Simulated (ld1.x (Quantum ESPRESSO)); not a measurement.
## Transferability test, TM potential for barium

```
Element                 : Ba
Generator               : ld1.x (Quantum ESPRESSO) 7.5
Type                    : norm-conserving Troullier–Martins (Kleinman–Bylander form)
Functional              : PBEsol
Relativity              : scalar-relativistic
Frozen core             : [Xe]
Valence charge          : 2
Reference configuration : 5d0 6s1.5 6p0.5
Partial waves           : 6s (bound): rc 4.20 bohr; 6p (bound): rc 3.45 bohr; 5d (bound, empty): rc 4.20 bohr
Local potential         : the d channel
Core correction         : a·sin(br)/r model core, default radius (core density twice the valence density)
```

Energies are relative to the spin-unpolarised reference configuration 5d0 6s1.5 6p0.5; without spin polarisation the order of configurations can differ from experiment.

(1) Give the all-electron excitation energy and the error of the potential for: 5d0 6s2 6p0; 5d0 6s1 6p0; 5d0 6s1.5 6p0; 5d0 6s1 6p1; 5d0 6s0 6p1; 5d0 6s0 6p2; 5d0.5 6s1.5 6p0.

Note: ghost states, extra bound levels that the all-electron valence spectrum of the same l lacks: s at -13.2 eV, p at -0.51 eV. A true bound ghost makes a file unfit for plane-wave use.

Answers

(1)

| valence configuration | charge | ΔE all-electron (eV) | error AE − PS (meV) |
| --- | --- | --- | --- |
| 5d0 6s2 6p0 | 0 | -1.017 | -1.8 |
| 5d0 6s1 6p0 | +1 | 4.365 | -5.6 |
| 5d0 6s1.5 6p0 | +0.5 | 1.130 | -0.5 |
| 5d0 6s1 6p1 | 0 | 1.033 | +1.2 |
| 5d0 6s0 6p1 | +1 | 6.961 | +219 |
| 5d0 6s0 6p2 | 0 | 3.153 | +35 |
| 5d0.5 6s1.5 6p0 | 0 | -0.375 | -11 |
